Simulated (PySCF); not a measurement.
Mg(OH)(NH2) (H₃MgNO), SMILES [NH2][Mg][OH].

Geometry optimised at TPSSh-D3(BJ)/def2-TZVP. Other conformers were not sampled.

Computed with IEF-PCM-PBE0/def2-SVP (PySCF).

The values are the electrostatic part of the solvation free energy, E(continuum) − E(gas) at the gas-phase geometry, in a cavity of scaled van der Waals radii (PySCF's table); cavitation and dispersion terms are not included. A continuum can't describe solvent molecules that bind to the metal. In vacuum the orbital gap is 5.33 eV. The dipole moment in vacuum is 0.93 D.

```csv
solvent,ε,ΔG(elec) (kcal/mol),dipole (D),gap (eV)
water,78.36,-11.6,1.11,5.71
"N,N-dimethylformamide",37.22,-11.3,1.10,5.70
chloroform,4.71,-8.3,1.05,5.60
```
